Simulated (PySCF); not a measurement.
# Working out the excitation energy of Xe

Xe [Xe] (1S) → Xe [Kr] 4d10 5s1 5p6 5d1 (3D). Computed with PySCF 2.14 in aug-cc-pVTZ-PP with ECP28MDF, with a scalar-relativistic core potential. Frozen: 4s2 4p6 4d10. Energies in hartree (1 hartree = 27.21139 eV):

```json
{"part": "UHF", "Xe (lower)": "-328.298669", "Xe (upper)": "-327.365453"}
{"part": "CCSD correlation", "Xe (lower)": "-0.164441", "Xe (upper)": "-0.278858"}
{"part": "(T)", "Xe (lower)": "-0.005603", "Xe (upper)": "-0.034621"}
```

Task: What does Hartree-Fock give?

Result: (-327.365453) − (-328.298669) = 0.933216 hartree = 25.394 eV.

Task: What do CCSD and CCSD(T) give?

Result: The CCSD correlation energies differ by -0.114417 hartree = -3.113 eV and the triples by -0.029018 hartree = -0.790 eV, so CCSD gives 22.281 eV and CCSD(T) 21.491 eV.

The upper state lies above the first ionisation limit, where it may autoionise and the basis confines it.

The coupled-cluster amplitudes are large, so a single reference is strained.
